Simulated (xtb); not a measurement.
BiBr2, doublet, geometry from GFN2-xTB (such geometries of metal compounds can be far from the true shape) (the spin is typed, not shown lowest). Base run: xtb with GFN0-xTB.

Geometry (Å):
```xyz
3

Bi     0.6877     0.3615     0.2300
Br    -1.1637     1.0221    -1.5118
Br    -0.4671    -1.8795     0.9664
```
Charge 0, spin multiplicity 2.
All else is at xtb's defaults.
Base energy -9.90599 Eh.

The base run was repeated with changes; each row names its change, and settings that it needs were set with it.

| change | ΔE vs base (mEh) |
|---|---|
| base | 0.000 |
| etemp = 5000 | -2.417 |
| acc = 0.0001 | 0.000 |
| etemp = 10000 | -32.249 |
| etemp = 10 | 0.000 |
